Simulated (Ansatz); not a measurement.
`N[SiH](O)F` and `O[SiH](F)[O][GeH3]` differ in one atom or group.

Ansatz, PBE0-D4/def2-TZVP geometries, multiplicity 1. Each molecule was computed in one conformer, which needn't be the lowest.

Scalar relativity is left out up to krypton.

```json
{"property": "LUMO energy (PBE0/def2-TZVPP) / eV", "`N[SiH](O)F`": "0.78"}
{"property": "LUMO energy (B3LYP/def2-TZVPP) / eV", "`N[SiH](O)F`": "0.39"}
{"property": "zero-point energy (PBE0-D4/def2-TZVP) / kJ/mol", "`N[SiH](O)F`": "138.0"}
{"property": "size of the dipole moment (ωB97M-V/def2-TZVPP) / D", "`N[SiH](O)F`": "2.55"}
{"property": "HOMO energy (ωB97M-V/def2-TZVPP) / eV", "`N[SiH](O)F`": "-10.35"}
{"property": "size of the dipole moment (B3LYP/def2-TZVPP) / D", "`N[SiH](O)F`": "2.54"}
```

Problem. Give the same properties after the change, and the shifts. (Best estimate.)

Solution. The calculation gave: 
```csv
property,`O[SiH](F)[O][GeH3]`,shift
LUMO energy (PBE0/def2-TZVPP) / eV,0.11,-0.67
LUMO energy (B3LYP/def2-TZVPP) / eV,-0.15,-0.54
zero-point energy (PBE0-D4/def2-TZVP) / kJ/mol,143.6,5.6
size of the dipole moment (ωB97M-V/def2-TZVPP) / D,1.40,-1.15
HOMO energy (ωB97M-V/def2-TZVPP) / eV,-11.36,-1.01
size of the dipole moment (B3LYP/def2-TZVPP) / D,1.37,-1.17
```

With PBE0 the HOMO falls by 1.10 eV and the LUMO falls by 0.67 eV, so the gap widens by about 0.43 eV. PBE moves the HOMO by -1.08 eV and ωB97M-V by -1.01 eV. The zero-point energy changes by 5.6 kJ/mol with +6 modes. Dipoles are sizes alone; their direction can turn.

B3LYP here is the variant with VWN-RPA as its local correlation; programs differ in this.
